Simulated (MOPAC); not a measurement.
Input for MOPAC: AM1 on BH5O2Si (SMILES OB(O)[SiH3]), a point of a torsion scan.

```
AM1 1SCF PRECISE CHARGE=0 THREADS=1
BH5O2Si

O     -1.46545836 1    -1.09447146 1    -0.14043202 1
B     -0.69551400 1    -0.01092890 1     0.09156223 1
O     -1.36192719 1     1.13289562 1     0.43161641 1
Si     1.26231648 1    -0.19926349 1    -0.08532492 1
H     -2.41010790 1    -0.95102108 1    -0.04253441 1
H     -0.84654286 1     1.91834206 1     0.60268372 1
H      1.82690802 1     0.69961623 1    -1.10960924 1
H      1.73130799 1    -1.54452705 1    -0.42113803 1
H      1.98071477 1     0.19154915 1     1.14270054 1
```

It printed:

```
*******************************************************************************
 **                                                                           **
 **                              MOPAC v23.2.5                                **
 **                                                                           **
 *******************************************************************************
 ** MOPAC's Digital Object Identifier: https://doi.org/10.5281/zenodo.6511958 **
 **                                                                           **
 ** Please cite the open-source release paper for use of this MOPAC version:  **
 ** J. E. Moussa and J. J. P. Stewart (2026)                                  **
 ** MOPAC: An open-source semiempirical molecular orbital program             **
 ** J. Open Source Softw., 11(119), 8025, https://doi.org/10.21105/joss.08025 **
 *******************************************************************************

                              AM1 CALCULATION RESULTS

 *******************************************************************************
 *  AM1        - The AM1 Hamiltonian to be used
 *
 *
 *
 *                 CHARGE ON SYSTEM = 0
 *
 *
 *
 *  PRECISE    - TIGHTER CRITERIA TO BE USED
 *  1SCF       - DO 1 SCF AND THEN STOP
 *  THREADS=1  - MULTI-THREADING NOT USED
 *  T=         - A TIME OF 172800.0 SECONDS REQUESTED
 *  DUMP=N     - RESTART FILE WRITTEN EVERY 7200.0 SECONDS REQUESTED
 *******************************************************************************
AM1 1SCF PRECISE CHARGE=0 THREADS=1
 BH5O2Si

   ATOM   CHEMICAL          X               Y               Z
  NUMBER   SYMBOL      (ANGSTROMS)     (ANGSTROMS)     (ANGSTROMS)

     1       O         -1.46545836  *  -1.09447146  *  -0.14043202  *
     2       B         -0.69551400  *  -0.01092890  *   0.09156223  *
     3       O         -1.36192719  *   1.13289562  *   0.43161641  *
     4      Si          1.26231648  *  -0.19926349  *  -0.08532492  *
     5       H         -2.41010790  *  -0.95102108  *  -0.04253441  *
     6       H         -0.84654286  *   1.91834206  *   0.60268372  *
     7       H          1.82690802  *   0.69961623  *  -1.10960924  *
     8       H          1.73130799  *  -1.54452705  *  -0.42113803  *
     9       H          1.98071477  *   0.19154915  *   1.14270054  *



          CARTESIAN COORDINATES

    NO.       ATOM           X           Y           Z

     1         O         -1.4655     -1.0945     -0.1404
     2         B         -0.6955     -0.0109      0.0916
     3         O         -1.3619      1.1329      0.4316
     4        Si          1.2623     -0.1993     -0.0853
     5         H         -2.4101     -0.9510     -0.0425
     6         H         -0.8465      1.9183      0.6027
     7         H          1.8269      0.6996     -1.1096
     8         H          1.7313     -1.5445     -0.4211
     9         H          1.9807      0.1915      1.1427

  H: (AM1): M.J.S. DEWAR ET AL, J. AM. CHEM. SOC. 107 3902-3909 (1985)
  B: (AM1): M.J.S. DEWAR ET AL, ORGANOMETALLICS, 7, 513-521 (1988)
  O: (AM1): M.J.S. DEWAR ET AL, J. AM. CHEM. SOC. 107 3902-3909 (1985)
 Si: (AM1): M.J.S.DEWAR, C. JIE, ORGANOMETALLICS, 6, 1486-1490 (1987).

           Empirical Formula: H5 O2 B Si  =     9 atoms



      MOLECULAR POINT GROUP   :   Cs


      RHF CALCULATION, NO. OF DOUBLY OCCUPIED LEVELS = 12


 -------------------------------------------------------------------------------
 AM1 1SCF PRECISE CHARGE=0 THREADS=1
 BH5O2Si



     1SCF WAS SPECIFIED, SO BFGS WAS NOT USED
     SCF FIELD WAS ACHIEVED


                              AM1 CALCULATION
                                                       MOPAC v23.2.5 Linux




          FINAL HEAT OF FORMATION =       -148.27763 KCAL/MOL =    -620.39360 KJ/MOL


          COSMO AREA              =        116.27 SQUARE ANGSTROMS
          COSMO VOLUME            =        104.12 CUBIC ANGSTROMS

          IONIZATION POTENTIAL    =         11.084442 EV
          HOMO LUMO ENERGIES (EV) =        -11.084  0.556
          NO. OF FILLED LEVELS    =         12
          MOLECULAR WEIGHT        =         75.9338         POINT GROUP:  Cs

          MOLECULAR DIMENSIONS (Angstroms)

            Atom       Atom       Distance
            H     9    H     5     4.68930
            H     8    H     6     4.23859
            H     5    H     7     2.22705


          SCF CALCULATIONS        =          1





   ATOM   CHEMICAL          X               Y               Z
  NUMBER   SYMBOL      (ANGSTROMS)     (ANGSTROMS)     (ANGSTROMS)

     1       O         -1.46545836  *  -1.09447146  *  -0.14043202  *
     2       B         -0.69551400  *  -0.01092890  *   0.09156223  *
     3       O         -1.36192719  *   1.13289562  *   0.43161641  *
     4      Si          1.26231648  *  -0.19926349  *  -0.08532492  *
     5       H         -2.41010790  *  -0.95102108  *  -0.04253441  *
     6       H         -0.84654286  *   1.91834206  *   0.60268372  *
     7       H          1.82690802  *   0.69961623  *  -1.10960924  *
     8       H          1.73130799  *  -1.54452705  *  -0.42113803  *
     9       H          1.98071477  *   0.19154915  *   1.14270054  *

                             CARTESIAN COORDINATES

   1    O       -1.465458360    -1.094471460    -0.140432020
   2    B       -0.695514000    -0.010928900     0.091562230
   3    O       -1.361927190     1.132895620     0.431616410
   4   Si        1.262316480    -0.199263490    -0.085324920
   5    H       -2.410107900    -0.951021080    -0.042534410
   6    H       -0.846542860     1.918342060     0.602683720
   7    H        1.826908020     0.699616230    -1.109609240
   8    H        1.731307990    -1.544527050    -0.421138030
   9    H        1.980714770     0.191549150     1.142700540


           Empirical Formula: H5 O2 B Si  =     9 atoms



      MOLECULAR POINT GROUP   :   Cs


                  EIGENVALUES
 -38.22991 -36.53269 -22.03921 -19.43287 -16.83454 -15.38933 -14.78244 -14.24299
 -12.39866 -12.22628 -12.15500 -11.08444   0.55553   1.18744   1.47980   2.04997
   2.81167   3.70871   4.50867   6.98280   7.58322


              NET ATOMIC CHARGES AND DIPOLE CONTRIBUTIONS

  ATOM NO.   TYPE          CHARGE      No. of ELECS.   s-Pop       p-Pop
    1          O          -0.293666        6.2937     1.83855     4.45511
    2          B          -0.014016        3.0140     1.24073     1.77328
    3          O          -0.366669        6.3667     1.82783     4.53884
    4         Si           0.674812        3.3252     0.86354     2.46165
    5          H           0.218483        0.7815     0.78152
    6          H           0.241140        0.7589     0.75886
    7          H          -0.157529        1.1575     1.15753
    8          H          -0.144091        1.1441     1.14409
    9          H          -0.158463        1.1585     1.15846
 DIPOLE           X         Y         Z       TOTAL
 POINT-CHG.     1.006     0.521     0.070     1.135
 HYBRID        -0.578     0.719     0.224     0.949
 SUM            0.429     1.240     0.294     1.344


          ATOMIC ORBITAL ELECTRON POPULATIONS

     Atom    s        px        py        pz
    1  O   1.83855   1.22411   1.44925   1.78175
    2  B   1.24073   0.77675   0.61087   0.38567
    3  O   1.82783   1.49296   1.25407   1.79182
    4 Si   0.86354   0.77571   0.84879   0.83714
    5  H   0.78152
    6  H   0.75886
    7  H   1.15753
    8  H   1.14409
    9  H   1.15846

 **********************
 *                    *
 * JOB ENDED NORMALLY *
 *                    *
 **********************




 == MOPAC DONE ==
```

The run finished.

Cost: roughly 0.020 core-seconds.
